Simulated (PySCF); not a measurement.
Species: C2H11NSi2.
Bonds: C1–C2, C2–N3, N3–Si4, N3–Si5. Hydrogens: H6, H7, H8 on C1; H9, H10 on C2; H11, H12, H13 on Si4; H14, H15, H16 on Si5.

Structure optimised with GFN2-xTB, isolated species.

Some entries are withheld. Bonds in one row agree within 0.01 Å.

```csv
coordinate,value
C1–C2,?
C2–N3,?
"N3–Si4, N3–Si5",?
"C1–H6, C1–H7, C1–H8",1.088 Å
"C2–H9, C2–H10",1.094 Å
Si4–H11 and 3 like bonds,1.462 Å
"Si4–H12, Si5–H15",1.471 Å
C2–C1–H6,110.0°
H6–C1–H7,?
C1–C2–N3,113.2°
C1–C2–H9,109.1°
N3–C2–H9,?
H9–C2–H10,107.8°
C2–N3–Si4,117.2°
Si4–N3–Si5,123.1°
N3–Si4–H11,?
N3–Si4–H12,?
N3–Si4–H13,?
H11–Si4–H12,109.8°
H11–Si4–H13,112.2°
```

Task: Estimate the withheld lengths and angles.

Result: 
- C1–C2 = 1.525 Å, drawn single (methyl carbon to sp3 carbon bound to nitrogen); equal to the sum of covalent radii, 1.52 Å.
- C2–N3 = 1.450 Å, drawn single (sp3 carbon bound to nitrogen to nitrogen bridging silicon atoms); 0.02 Å below the sum of covalent radii, 1.47 Å.
- N3–Si4, N3–Si5 = 1.736 Å, drawn single (nitrogen bridging silicon atoms to SiH3 silicon); 0.08 Å below the sum of covalent radii, 1.82 Å.
- H6–C1–H7 = 108.7°, at the methyl carbon; the outer atoms are 1.767 Å apart.
- N3–C2–H9 = 108.8°, at the sp3 carbon bound to nitrogen; the outer atoms are 2.079 Å apart.
- N3–Si4–H11 = 106.6°, at the SiH3 silicon; the outer atoms are 2.567 Å apart.
- N3–Si4–H12 = 112.9°, at the SiH3 silicon; the outer atoms are 2.677 Å apart.
- N3–Si4–H13 = 106.1°, at the SiH3 silicon; the outer atoms are 2.564 Å apart.

Radii are Cordero's, carbon taken as 0.76, 0.73 or 0.69 Å for four, three, and two or fewer neighbours.

GFN2-xTB frequencies: not computed here. One conformer, not necessarily the lowest (C1–C2–N3–Si4 -81°).
